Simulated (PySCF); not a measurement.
**Two-component Hartree-Fock for Ba³⁹⁺ (barium, charge +39)**

Start: [Ne] 3s2 3p5; 3p1/2 filled at m_j = -1/2, +1/2; 3p3/2 filled at m_j = -1/2, +1/2, +3/2. Calculated with PySCF 2.14 in an uncontracted even-tempered set (19 s from 8.1 bohr⁻², ratio 2.4; 14 p from 11 bohr⁻², ratio 2.4; 4 d from 41 bohr⁻², ratio 2.6; 4 f from 61 bohr⁻², ratio 2.6): generalised Hartree-Fock with the X2C-1e Hamiltonian and a Gaussian nucleus; one run each with spin-orbit coupling (SO) switched off, then screened by Boettger's factors.

| spinor shell | electrons | ε, spin-free (eV) | ε, screened SO (eV) | weight of nominal j (screened SO) | rms radius, screened SO (bohr) |
| --- | --- | --- | --- | --- | --- |
| 1s1/2 | 2 | -39892.9 | -39887.1 | 1.000 | 0.0292 |
| 2s1/2 | 2 | -8237.1 | -8234.9 | 1.000 | 0.117 |
| 2p1/2 | 2 | -7619.0 | -7891.9 | 1.000 | 0.101 |
| 2p3/2 | 4 | -7619.0 | -7496.3 | 1.000 | 0.106 |
| 3s1/2 | 2 | -3133.8 | -3133.0 | 1.000 | 0.285 |
| 3p1/2 | 2 | -2934.8 | -2999.6 | 0.998 | 0.273 |
| 3p3/2 | 3 | -2934.8 | -2905.2 | 0.999 | 0.282 |

```tsv
quantity	spin-free	screened SO
E (hartree)	-6853.35033	-6857.45816
M_J	3/2	3/2
⟨J²⟩	3.751	3.751
⟨L²⟩	2.000	2.014
⟨S²⟩	0.750	0.764
```

Each row is a mean over spinors that exchange with the open shell spreads, by up to 20.038 eV (3s1/2).

Breit and QED terms are absent; they matter most for the inner s and p1/2 levels.

Densities and radii are taken from the X2C orbitals without a picture-change correction, which distorts them close to the nucleus.

Without spin-orbit coupling the j labels of p, d and f shells carry no meaning; the spin-free column gives the mean over the occupied spinors of each nl shell.
